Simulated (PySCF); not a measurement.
Input for PySCF: R-B3LYP/3-21G on CH5FO (a complex), monomers drawn apart or pushed together.

```python
from pyscf import gto, scf, dft, mp
from pyscf.data.elements import chemcore

mol = gto.M(
    atom='''
    O     0.00035071    0.48345160   -0.13920918
    H     0.20934145   -0.13535940    0.57280373
    H    -0.43860270   -0.04081437   -0.81579487
    C    -0.21210514    0.46948653    3.92780610
    F     0.24612625   -0.70507075    3.31283201
    H    -0.51785907    1.16382061    3.14691340
    H    -1.05396793    0.20975485    4.56862573
    H     0.60449122    0.88444971    4.51733677
    ''',
    basis='3-21g',
    charge=0, spin=0, verbose=3, max_memory=1800)
mf = dft.RKS(mol, xc='b3lyp')
mf.conv_tol = 1e-8
mf.max_cycle = 100
mf.kernel()
if not mf.converged:
    mf = mf.newton().run(mf.mo_coeff, mf.mo_occ)
```

Output:

```
converged SCF energy = -214.950251311746
```

Self-consistency was reached.

Cost: very roughly 2.2 core-seconds.
